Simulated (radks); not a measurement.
The numbers below are computed, except where a source is named.
All-electron atom: Mo III in [Kr] 4d4.

Code: a radial shooting solver on a logarithmic mesh with Libxc functionals. Model: scalar-relativistic Kohn-Sham, PBE, spin-polarised, spherical densities, finite nucleus; open shells are filled with parallel spins first (spin-orbit coupling, left out, can overturn this in heavy ions); Fermi nuclear charge, rms radius 4.4091 fm; hard spherical wall at 5 bohr.

Energy parts (eV):
| part | energy |
|---|---|
| total | -110147.334 |
| kinetic | 113572.117 |
| electron-nucleus | -264748.733 |
| Hartree | 44379.524 |
| exchange-correlation | -3350.243 |

Orbitals (lengths in bohr, moments of r in powers of bohr; <r^-3> diverges for s and p1/2):
orbital,occ.,eigenvalue (eV),<r^-3>,<r^4>
1s down,1,-19839.88,-,7.208e-06
1s up,1,-19839.86,-,7.208e-06
2s up,1,-2817.644,-,0.001335
2s down,1,-2817.182,-,0.001335
2p up,3,-2520.794,2551,0.0009572
2p down,3,-2520.452,2551,0.0009569
3s up,1,-494.4907,-,0.06880
3s down,1,-494.2539,-,0.06872
3p up,3,-397.2302,424.6,0.07605
3p down,3,-396.9624,424.3,0.07589
3d up,5,-239.0431,56.37,0.08366
3d down,5,-238.6189,56.35,0.08320
4s up,1,-83.2704,-,2.921
4s down,1,-80.7080,-,2.850
4p up,3,-57.4127,60.19,4.756
4p down,3,-54.5699,61.82,4.672
4d up,4,-21.5845,4.404,18.86
4d down,0,-18.5111,4.428,19.93
5s up,0,-17.1587,-,73.94
5s down,0,-14.8753,-,75.55
5p up,0,-10.6311,11.95,96.43
5p down,0,-8.5074,11.59,97.33
4f up,0,1.6535,0.1109,97.51
4f down,0,4.0266,0.1036,101.2

The highest occupied level is 4d up at -21.584 eV. The density falls to 0.001 e/bohr^3 at r = 3.53 bohr. The pressure on the wall is 1.92 GPa.
